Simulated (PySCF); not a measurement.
Sn(AsH2)(H)3 (AsH5Sn), SMILES [AsH2][SnH3]. Atoms are numbered in the order given.

```xyz
7

Sn    -1.0271    -0.0010     0.0000
As     1.6034     0.0617     0.0000
H     -1.5934     0.8253     1.3999
H     -1.5934     0.8253    -1.3999
H     -1.6579    -1.6026     0.0000
H      1.6444    -1.0167     1.0954
H      1.6444    -1.0167    -1.0954
```
Charge 0, spin multiplicity 1.

Coordinates come from a PBE-D3(BJ)/def2-TZVP optimisation. The def2 effective core potentials stand for the cores of Sn; spin–orbit coupling is left out.

These are PySCF with PBE-D3(BJ)/def2-TZVP values and carry that method's errors.

Frequencies are harmonic and unscaled.

Computed harmonic wavenumbers and intensities:
```
mode  ν (cm⁻¹)  IR (km/mol)  moving atoms (share of kinetic energy)
----  --------  -----------  --------------------------------------
1           99          0.1                                  H 99 %
2          212          1.6                        As 60 %, Sn 38 %
3          343         18.1                                  H 98 %
4          356         14.8                                  H 98 %
5          583         31.9                                  H 96 %
6          618          7.8                                  H 98 %
7          649        264.2                                  H 98 %
8          696         44.5                                  H 99 %
9          697         38.4                                 H 100 %
10         951         11.3                                  H 99 %
11        1852        106.2                                 H 100 %
12        1868        153.3                                  H 99 %
13        1871        153.3                                  H 99 %
14        2115         62.2                                  H 99 %
15        2129         71.9                                  H 99 %
```
